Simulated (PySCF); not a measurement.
## Finite-field polarisability of Be (beryllium, neutral)

[He] 2s2, closed-shell 1S. Calculation: PySCF 2.14, in aug-cc-pVTZ; the non-relativistic Hamiltonian (point nucleus). Frozen: 1s2. Energy changes in a uniform field (μhartree):

| axis | F (au) | HF | MP2 | CCSD | CCSD(T) |
| --- | --- | --- | --- | --- | --- |
| x | 0.0021 | -100.311 | -93.903 | -83.727 | -83.727 |
| x | 0.0042 | -401.541 | -375.900 | -335.183 | -335.183 |

Q: Derive α along x at CCSD(T) from the two fields.

A: With ΔE = −αF²/2 − γF⁴/24, α = −(16 ΔE(F) − ΔE(2F))/(6F²) = 37.96 bohr³.

Q: And the mean polarisability at each level?

A: HF 45.48, MP2 42.58, CCSD 37.96, CCSD(T) 37.96 bohr³. Reference: 37.74 ± 0.03 bohr³ (recommended; Schwerdtfeger and Nagle, table of static dipole polarizabilities (2023 update)).
